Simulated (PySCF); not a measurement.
Several structures and their simulated spectra, in scrambled order.

A. `O1N=CC2=CC=CC(F)=C21`
B. `O=C(/C=C(/C(=C)C)F)N`
C. `C1=C[Si@H](O[SiH2]C)N[SiH2]1`
D. SMILES N#Cc1cccc(O)c1F
E. SMILES Cc1ccccc1-n1nccn1

Spectrum 1. 1H NMR (300 MHz, computed): δ 7.44 (m, 1H), 7.42 (m, 1H), 5.32 (m, 1H), 5.27 (m, 1H), 5.24 (m, 1H), 5.22 (m, 1H), 5.14 (m, 1H), 0.42 (br s, 1H), 0.24 (m, 3H). 13C{1H} NMR (computed): δ 159.1 (CH), 156.0 (CH), -0.4 (CH3).

Spectrum 2. 1H NMR (300 MHz, computed): δ 9.21 (d, 1H), 7.88 (s, 2H), 7.66 (m, 1H), 7.61 (m, 1H), 7.50 (m, 1H), 3.10 (s, 3H). 13C{1H} NMR (computed): δ 141.0 (C), 138.7 (CH), 137.3 (CH), 135.0 (C), 133.1 (CH), 132.1 (CH), 126.9 (CH), 28.4 (CH3).

Spectrum 3. 1H NMR (300 MHz, computed): δ 8.75 (m, 1H), 7.82 (d, 1H), 7.61 (m, 1H), 7.59 (m, 1H). 13C{1H} NMR (computed): δ 158.4 (C), 156.7 (C), 149.4 (CH), 133.6 (C), 129.7 (CH), 121.8 (CH), 120.7 (CH).

Spectrum 4. 1H NMR (300 MHz, computed): δ 7.52 (m, 1H), 7.45 (m, 1H), 7.38 (m, 1H), 5.41 (br s, 1H). 13C{1H} NMR (computed): δ 161.9 (C), 152.7 (C), 131.1 (CH), 130.9 (CH), 126.8 (CH), 119.1 (C), 106.7 (C).

Spectrum 5. 1H NMR (300 MHz, computed): δ 6.18 (br, 1H), 6.11 (m, 1H), 5.72 (m, 1H), 5.30 (m, 1H), 4.80 (br, 1H), 1.99 (s, 3H). 13C{1H} NMR (computed): δ 171.6 (C), 164.6 (C), 143.3 (C), 127.1 (CH2), 110.3 (CH), 21.4 (CH3).

Theoretical values (PySCF 2.14.0 with density-fitted response routines): GFN2-xTB geometry, shielding tensors at PBE0/pcSseg-1 (GIAO). One conformer, isolated molecule, non-relativistic, one averaged value for each set of equivalent atoms.

Referencing at the same level of theory: 1H (σref 31.72), 13C (σref 186.93) against TMS. Splittings of carbon signals by F and P are missing where no couplings were computed. Where no couplings were computed, multiplicities follow the n + 1 count of equivalent neighbours, and m marks all less simple cases (inequivalent or close neighbours, rings, F or P nearby). Acid and N–H amide carbonyl carbons lie up to 10 ppm further downfield in solution (hydrogen bonding). Shifts are as computed. Against solution values, carbons near 30 ppm lie about +3 ppm off and those near 130 ppm about +5 ppm. Of 1211 compounds with measured shifts, 218 miss one by over three times the rms of a fit or turn the order of signals round; such compounds aren't used in these exercises. Groups on amide-type nitrogens are kept apart (slow C–N rotation). OH and NH positions are gas-phase values without hydrogen bonding to other molecules.

Match each spectrum to its structure.

Answers

1–C, 2–E, 3–A, 4–D, 5–B.

- Spectrum 1 (C): 3 13C signals; δC 159.1 is an alkene CH; δC 156.0 is an alkene CH.
- Spectrum 2 (E): 8 13C signals; δC 141.0 is an aromatic carbon bearing nitrogen; δC 137.3 is an aromatic CH.
- Spectrum 3 (A): 7 13C signals; δC 156.7 is an aromatic carbon bearing fluorine; δC 149.4 is an aromatic CH next to a ring nitrogen.
- Spectrum 4 (D): 7 13C signals; δC 161.9 is an aromatic carbon bearing fluorine; δC 152.7 is an aromatic carbon bearing oxygen.
- Spectrum 5 (B): 6 13C signals; δC 171.6 is a β carbon of a C=C–C=O unit; δC 164.6 is an amide carbonyl carbon.
